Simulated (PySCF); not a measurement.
**Correlation energy of Ge²⁺ (germanium, charge +2)**

[Ar] 3d10 4s2, closed-shell 1S. Calculation: PySCF 2.14, in aug-cc-pVTZ-PP with ECP10MDF; a scalar-relativistic core potential. Frozen: 3s2 3p6 3d10; 2 electrons correlated.

With two correlated electrons CCSD is exact within the correlated space (frozen core and kept virtual orbitals).

```csv
level,correlation energy (mhartree)
CCSD,-39.95
```

Diagnostics: T1 = 0.0047, D1 = 0.0067, largest double amplitude 0.101.

Cost of the coupled-cluster step: roughly 0.28 core-seconds, for 2 correlated electrons.
